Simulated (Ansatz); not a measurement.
`O[SiH]([SiH3])Cl` + CH₃NH₂ → `CN[SiH]([SiH3])Cl` + H₂O at 500 K and 1 bar (ligand exchange at the Si–O bond).

Program: Ansatz. Geometries: PBE0-D4/def2-TZVP. ΔE: electronic, gas phase. CBS: MP2 limit from def2 TZ/QZ plus the TZ coupled-cluster correction, frozen cores. This one scheme is used for every species. One conformer a species, not always the lowest.

| species | CCSD(T)/CBS energy (Eh) | H − E (kJ/mol) | S (J/(mol·K)) |
| --- | --- | --- | --- |
| `O[SiH]([SiH3])Cl` | -1116.20942 | 177.1 | 416.7 |
| CH₃NH₂ | -95.75281 | 191.8 | 270.3 |
| `CN[SiH]([SiH3])Cl` | -1135.57158 | 295.3 | 473.7 |
| H₂O | -76.37941 | 73.2 | 206.3 |

H − E and S are ideal-gas, rigid-rotor, harmonic terms from PBE0-D4/def2-TZVP, for one conformer and one mirror image of each species. 1 Eh = 2625.50 kJ/mol, R = 8.31446 J/(mol·K).

Q: By hand: ΔE, ΔH, ΔS and ΔG.

A: ΔE = (-1135.57158) + (-76.37941) − (-1116.20942) − (-95.75281) = 0.01124 Eh = 29.5 kJ/mol. Δ(H − E) = 295.3 + 73.2 − 177.1 − 191.8 = -0.4, so ΔH = 29.1 kJ/mol. ΔS = 473.7 + 206.3 − 416.7 − 270.3 = -7.0 J/(mol·K). ΔG = 29.1 − 500 × (-7.0)/1000 = 32.6 kJ/mol.

Q: By hand: the equilibrium constant, and the temperature at which ΔG would vanish if ΔH and ΔS stayed fixed.

A: log₁₀ K = −ΔG/(RT ln 10) = -3.4. ΔH and −TΔS have one sign here, so there is no such temperature.

The number of gas molecules stays the same, so ΔS is small and ΔH decides. A doubt of 5 kJ/mol in ΔE shifts log₁₀ K by 0.5 here. Other conformers and mirror images would add mixing entropy, several J/(mol·K) or more a flexible species. These are equilibria of isolated gas molecules and say nothing of rates. Largest T1 diagnostic: 0.012 (customary marks: 0.02 for closed shells, 0.045 for open ones).

ΔS is within the doubt of such terms, so its sign, and with it that verdict, could turn.
